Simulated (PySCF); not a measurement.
Ge(F)(Br)(OH)2 (BrFGeH2O2), SMILES [Br][Ge]([OH])([OH])[F]. Atoms are numbered in the order given.

```xyz
7

O     -0.9186     1.8314     0.5678
Ge    -0.5447     0.1245     0.3644
O     -1.9398    -0.6545    -0.3507
F     -0.2302    -0.5206     1.9453
Br     1.2973    -0.3077    -0.9131
H     -0.2673     2.3070     1.1028
H     -2.7675    -0.2511    -0.0492
```

Geometry: B3LYP-D3(BJ)/def2-SVP. The structure was generated by enumeration, and PubChem lists no compound with its InChIKey, so it may never have been made. One conformer was computed; it need not be the lowest.

Computed with PySCF with KT2/pcSseg-1.

GIAO shieldings, no solvent; atoms listed in one row are averaged. δ = σ(ref) − σ: ¹⁷O against H2O (σ = 330.4 ppm); ⁷³Ge against GeH4 (σ = 1669.3 ppm); ¹⁹F against CFCl3 (σ = 127.1 ppm); ¹H against TMS (σ = 31.47 ppm), references at their B3LYP-D3(BJ)/def2-TZVP geometries, non-relativistic (without spin–orbit terms, shifts of atoms bonded to Cl or Br come out too high).

Computed chemical shifts:
```csv
nucleus,atoms,count,δ (ppm)
¹⁷O,O1,1,102.0
¹⁷O,O3,1,82.3
⁷³Ge,Ge2,1,377.4
¹⁹F,F4,1,-113.1
¹H,H6,1,2.88
¹H,H7,1,2.77
```
